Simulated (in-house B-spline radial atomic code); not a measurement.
A radial electron density 4πr²n(r) was computed for an atom or ion in its tabulated ground configuration with an all-electron radial atomic-structure program (B-spline basis); method: non-relativistic PBE0, spin-polarised, spherical fractional occupations, exact exchange averaged over the configuration. Columns: r (bohr), 4πr²n(r) (electrons per bohr), bar.

```
  0.0025   0.9188 #
 0.00298    1.272 ##
 0.00354    1.742 ##
 0.00422    2.386 ###
 0.00502    3.233 ####
 0.00597    4.345 #####
  0.0071    5.782 #######
 0.00845    7.615 #########
  0.0101    9.954 ############
   0.012    12.69 ###############
  0.0142    15.78 ###################
  0.0169    19.35 #######################
  0.0202    23.18 ############################
   0.024    26.75 ################################
  0.0285    29.76 ####################################
   0.034    31.85 #######################################
  0.0404    32.51 #######################################
  0.0481    31.69 ######################################
  0.0572     29.7 ####################################
  0.0681    27.35 #################################
   0.081    25.85 ###############################
  0.0964    26.27 ################################
   0.115    28.99 ###################################
   0.137    33.02 ########################################
   0.162    36.13 ############################################
   0.193    36.28 ############################################
    0.23    32.09 #######################################
   0.274    24.74 ##############################
   0.326    17.43 #####################
   0.388    13.29 ################
   0.461    13.24 ################
   0.549    15.25 ##################
   0.653    16.06 ###################
   0.777    13.91 #################
   0.925    9.543 ############
     1.1    5.114 ######
    1.31    2.078 ###
    1.56   0.6281 #
    1.85   0.1419 
    2.21   0.0206 
    2.63 0.002055
```

Q: Which atom or ion is it?
A. Mn7+
B. Zn8+
C. Co6+
D. Co7+

A: D. The area under the curve, ∫4πr²n dr = ∫r·4πr²n d(ln r) on this logarithmic grid, is 20 electrons, which only this option has. The configuration is [Ar] 3d2.
